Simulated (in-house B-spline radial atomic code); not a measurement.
Values are calculated unless marked as measured or tabulated.
# Making a Troullier-Martins s channel for Ca, r_c = 2.56 bohr

Ca, [Ar] 4s2, non-relativistic PBE, spherical and spin-unpolarised, from an all-electron radial atomic-structure program (B-spline basis) (atomic units). The all-electron 4s level is ε = -0.137931 hartree, its outermost node lies just inside 1.45 bohr and its outer maximum at 3.41 bohr.

Inside r_c the pseudo-orbital is u(r) = r^1 exp(p(r)), with p = c0 + c2 r² + c4 r⁴ + … + c12 r¹². The seven coefficients follow from p and its first four derivatives at r_c, from zero curvature of the screened potential at the origin, c4 = −c2²/(2l + 5), and from the norm inside r_c. At r_c the all-electron orbital has P = 0.4696739, P' = 0.2076664, the screened potential V = -0.4794321, V' = 0.4285374, V'' = -0.8903164, and the norm inside is Q = 0.138214.

Question: What are p, p' and p'' at r_c?

Answer: p = ln(P/r_c^1) = ln(0.4696739/2.56) = -1.69572. p' = P'/P − 1/r_c = 0.44215 − 0.39062 = 0.05153. The radial equation gives p'' = 2(V − ε) − 2(1) p'/r_c − p'² = -0.68300 − (0.04025) − 0.00265 = -0.72591. Differentiating, p''' = 2V' + 2(1)p'/r_c² − 2(1)p''/r_c − 2p'p'' = 1.5147, and p'''' = 2V'' − 4(1)p'/r_c³ + 4(1)p''/r_c² − 2(1)p'''/r_c − 2p''² − 2p'p''' = -4.6293.

For a trial c2 the five matching conditions are linear in c0, c6, c8, c10 and c12, and c2 is varied until the norm inside r_c equals Q. The root nearest zero gives:

| n | c_n |
| --- | --- |
| 0 | -2.009519 |
| 2 | -0.09616012 |
| 4 | -0.001849354 |
| 6 | 0.03181957 |
| 8 | -0.00884964 |
| 10 | 0.0009153317 |
| 12 | -3.375024e-05 |

Question: Check c4 and p(r_c), and find the screened pseudopotential at the origin.

Answer: −c2²/5 = -0.00184935, as listed. The terms c_n r_c^n are -2.00952, -0.63019, -0.07943, 8.95641, -16.32470, 11.06568, -2.67397, which sum to -1.69572. Inverting the radial equation, V_l(r) = ε + 1 p'/r + (p'' + p'²)/2, so V_l(0) = ε + (2l + 3) c2 = -0.137931 + 3 × (-0.0961601) = -0.4264 hartree, finite where the all-electron potential diverges.

Orbitals and screened potentials:

```csv
r (bohr),P,u,V all-electron,V pseudo
0.256,0.1409,0.0341,-40.55,-0.4236
0.64,-0.1747,0.08262,-8.823,-0.3366
1.024,-0.2112,0.1273,-3.716,-0.01891
1.408,-0.01669,0.1776,-1.882,0.3923
1.792,0.1991,0.2552,-1.087,0.4045
2.176,0.3638,0.3675,-0.7,-0.2415
2.56,0.4697,0.4697,-0.4794,-0.4794
```

Logarithmic derivatives P'/P at R = 2.86 bohr, for energies E around ε:

```
E − ε (hartree)  all-electron     pseudo
           -0.5      0.865384   0.839634
          -0.25      0.582395   0.573575
           -0.1       0.38362   0.381863
              0       0.23403   0.234116
            0.1     0.0666127  0.0638909
           0.25     -0.229593  -0.255965
            0.5     -0.923745   -1.19857
```

Question: With P(R) = 0.5185597 and a norm of 0.2121595 inside R, what slope in energy does norm conservation fix?

Answer: d(P'/P)/dE = −2 × (norm inside R)/P(R)² = -1.5780 per hartree·bohr at E = ε, for both atoms, since orbital and norm agree at R. Differences over ±0.1 hartree give -1.5850 (all-electron) and -1.5899 (pseudo), which also hold third-order terms. Half a hartree below ε the two curves differ by -0.0258.
